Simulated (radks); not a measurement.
Trend from B to Tl: ionisation energy by Delta-SCF between NIST ground configurations, and size. All-electron calculation, Dirac Kohn-Sham, PBEsol, spin-unpolarised, spherical densities, finite nucleus; open shells are shared between the two j in proportion to 2j + 1; Fermi nuclear charge, rms radius of each element as measured or else 0.836 A^(1/3) + 0.57 fm. Program: a radial shooting solver on a logarithmic mesh with Libxc functionals.

species,configuration,IE (eV),NIST (eV),kind,outermost,<r> outermost (bohr)
B,[He] 2s2 2p1,8.139,8.298,exp.,2p3/2,2.30
Al,[Ne] 3s2 3p1,5.736,5.986,exp.,3p3/2,3.44
Ga,[Ar] 3d10 4s2 4p1,5.682,5.999,exp.,4p3/2,3.41
In,[Kr] 4d10 5s2 5p1,5.372,5.786,exp.,5p3/2,3.76
Tl,[Hg] 6p1,5.257,6.108,exp.,6p3/2,4.00

Reference values: NIST Atomic Spectra Database (measured). Spin polarisation and multiplet splitting are left out, so open shells lie too high by an amount that depends on their filling. Sharing an open shell by 2j + 1 raises it above the true ground level by a part of the spin-orbit splitting, which enters the differences from NIST.

Beside tabulated values, note that spin-unpolarised runs miss the spin-polarisation part of the exchange energy of open shells.
